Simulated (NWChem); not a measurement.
Species: CsCl; SMILES [Cl][Cs]

Results from NWChem. def2 effective core potentials on Cs; no spin-orbit coupling. Each level has its own optimisation.

```json
[
 {"level": "PBE/def2-SVP (core potentials)", "r Cl–Cs (Å)": "2.940", "dipole (D)": "9.42"},
 {"level": "B3LYP/def2-TZVP (core potentials)", "r Cl–Cs (Å)": "2.960", "dipole (D)": "10.40"},
 {"level": "LDA (Slater exchange, VWN5)/def2-SVP (core potentials)", "r Cl–Cs (Å)": "2.886", "dipole (D)": "8.96"},
 {"level": "Hartree-Fock/3-21G (all-electron, non-relativistic)", "r Cl–Cs (Å)": "(withheld)", "dipole (D)": "(withheld)"},
 {"level": "PBE0/def2-SVP (core potentials)", "r Cl–Cs (Å)": "2.936", "dipole (D)": "9.94"}
]
```

Question: What belongs in the gaps?

Answer: 
- Hartree-Fock/3-21G (all-electron, non-relativistic), r Cl–Cs (Å): 3.166
- Hartree-Fock/3-21G (all-electron, non-relativistic), dipole (D): 14.54
